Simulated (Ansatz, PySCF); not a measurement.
Process, species as SMILES: C[SiH](C)OC[SiH3] + 5 [H][H] (H2) → 3 C (CH4) + O (H2O) + 2 [SiH4] (SiH4)
Geometries: B3LYP-D3(BJ)/def2-TZVP minima from Ansatz (a program for electronic structure), one conformer each, not searched for the lowest. Frequencies are from Ansatz or PySCF.

Wanted: energy of full hydrogenation (0 K, with B3LYP-D3(BJ) harmonic zero-point energies), in kJ/mol. Cores are frozen in the correlated levels unless marked. Spin-orbit coupling is left out. Non-relativistic. Basis-set limits of correlation are two-point, X^-3; Hartree-Fock from the larger set.

CCSD(T)/CBS(cc-pV(T+d)Z,cc-pV(Q+d)Z) (Ansatz) gives -57.6 kJ/mol.

Another calculation gave -99.2 kJ/mol. Which level was it?
A) SVWN5/def2-TZVPD (Ansatz)
B) wB97X-V/def2-TZVPD (Ansatz)
C) B3LYP/def2-TZVPD (Ansatz)
D) LC-wPBE/def2-TZVPD (Ansatz)

C, B3LYP/def2-TZVPD (Ansatz). The others give -83.6 (LC-wPBE), -50.3 (SVWN5), -63.2 (wB97X-V) kJ/mol.
